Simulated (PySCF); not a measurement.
# Circular dichroism: `C[C@H](Br)[C@@H]1[C@@H]2C=C[C@@H]21`, C7H9Br

Molfile (atoms numbered from 1):
```
C7H9Br
     RDKit          3D

 17 18  0  0  0  0  0  0  0  0999 V2000
   -2.2283   -0.2731   -0.1004 C   0  0  0  0  0  0  0  0  0  0  0  0
   -0.9759    0.2947    0.5388 C   0  0  2  0  0  0  0  0  0  0  0  0
   -1.4499    1.9208    1.5703 Br  0  0  0  0  0  0  0  0  0  0  0  0
    0.0650    0.6687   -0.4746 C   0  0  2  0  0  0  0  0  0  0  0  0
    1.0500   -0.3271   -1.0440 C   0  0  2  0  0  0  0  0  0  0  0  0
    1.5055   -1.2566    0.0617 C   0  0  0  0  0  0  0  0  0  0  0  0
    1.9328   -0.2601    0.8345 C   0  0  0  0  0  0  0  0  0  0  0  0
    1.5355    0.8058   -0.1650 C   0  0  2  0  0  0  0  0  0  0  0  0
   -2.6588    0.4357   -0.8054 H   0  0  0  0  0  0  0  0  0  0  0  0
   -1.9726   -1.1862   -0.6356 H   0  0  0  0  0  0  0  0  0  0  0  0
   -2.9759   -0.5077    0.6543 H   0  0  0  0  0  0  0  0  0  0  0  0
   -0.5709   -0.3928    1.2832 H   0  0  0  0  0  0  0  0  0  0  0  0
   -0.3006    1.3916   -1.2001 H   0  0  0  0  0  0  0  0  0  0  0  0
    1.1777   -0.4781   -2.1011 H   0  0  0  0  0  0  0  0  0  0  0  0
    1.4210   -2.3212    0.1692 H   0  0  0  0  0  0  0  0  0  0  0  0
    2.3340   -0.1838    1.8268 H   0  0  0  0  0  0  0  0  0  0  0  0
    2.1043    1.6813   -0.4226 H   0  0  0  0  0  0  0  0  0  0  0  0
  1  2  1  0
  2  3  1  0
  2  4  1  0
  4  5  1  0
  5  6  1  0
  6  7  2  0
  7  8  1  0
  8  4  1  0
  8  5  1  0
  1  9  1  0
  1 10  1  0
  1 11  1  0
  2 12  1  1
  4 13  1  6
  5 14  1  6
  6 15  1  0
  7 16  1  0
  8 17  1  6
M  END
```

Method: TDDFT PBE0/def2-SVPD circular dichroism and optical rotation, one conformer, gas phase (PySCF 2.14.0). Geometry: GFN2-xTB.

The molecule is flexible and this is one conformer; a measurement averages over conformers. The calculation is non-relativistic, which matters for the atoms heavier than Zn.

(1) What are the CIP labels of the stereocentres?

(2) List the lowest 8 singlet excitations with oscillator and rotatory strengths.

Results:

(1) C2 S, C5 R, C8 S.

(2) Rotatory strengths R in 10⁻⁴⁰ esu² cm², velocity form and length form (origin at the centre of mass); f in length form.
```
state  E (eV)  λ (nm)      f  R (velocity)  R (length)                                  main
    1    4.96     250  0.008         -19.9       -19.2                        HOMO→LUMO 0.96
    2    5.52     224  0.005         +15.4       +15.2                      HOMO→LUMO+1 0.94
    3    6.00     207  0.003          +0.3        -0.1  HOMO−1→LUMO+1 0.55, HOMO−1→LUMO 0.42
    4    6.08     204  0.007         +18.0       +18.9  HOMO−2→LUMO+1 0.48, HOMO−2→LUMO 0.45
    5    6.38     194  0.010          -4.1        -3.8                      HOMO→LUMO+2 0.86
    6    6.43     193  0.003         +12.1       +11.8  HOMO−1→LUMO 0.54, HOMO−1→LUMO+1 0.41
    7    6.50     191  0.018          +4.7        +4.7  HOMO−2→LUMO 0.49, HOMO−2→LUMO+1 0.46
    8    6.63     187  0.036          -5.2        -5.5                      HOMO→LUMO+3 0.96
```

For state 3 the two forms differ in sign, so the sign of R isn't settled.

Among the states computed, the strongest CD band (largest |R|) is state 1. The largest dissymmetry factor in size, g = 4R/(D+G), with D and G the electric and magnetic dipole strengths, is +0.039 for state 6 (velocity form, f = 0.003), among bands with |R| over 0.5. The mirror image has the same energies and oscillator strengths and all R with the opposite sign.
